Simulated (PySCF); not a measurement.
How methods differ on the electron affinity of Pb

Pb- [Xe] 4f14 5d10 6s2 6p3 (4S) → Pb [Xe] 4f14 5d10 6s2 6p2 (3P), as a difference of total energies. Computed with PySCF 2.14 in aug-cc-pVTZ-PP with ECP60MDF (6s5p4d2f, 55 functions), with scalar relativity through the core potential. Correlated levels: valence: 5s2 5p6 5d10 frozen. The calculations carry no spin-orbit coupling.

```
           method  electron affinity (eV)
              UHF                   0.872
    MP2 (valence)                   1.221
SCS-MP2 (valence)                   1.085
   CCSD (valence)                   1.235
CCSD(T) (valence)                   1.267
```

How much does correlation contribute at CCSD(T) (valence)?

1.267 − (0.872) = 0.395 eV, measured against UHF.

Spin-orbit coupling is strong in these open shells (close to jj coupling). The scalar numbers leave it out and a first-order estimate fails, so it can dominate the gap to the real levels.

Errors of the correlated levels include the incompleteness of this basis and the frozen core.

For comparison: 0.357 eV (measured; photodetachment measurements, as compiled on the Wikipedia data page of electron affinities).
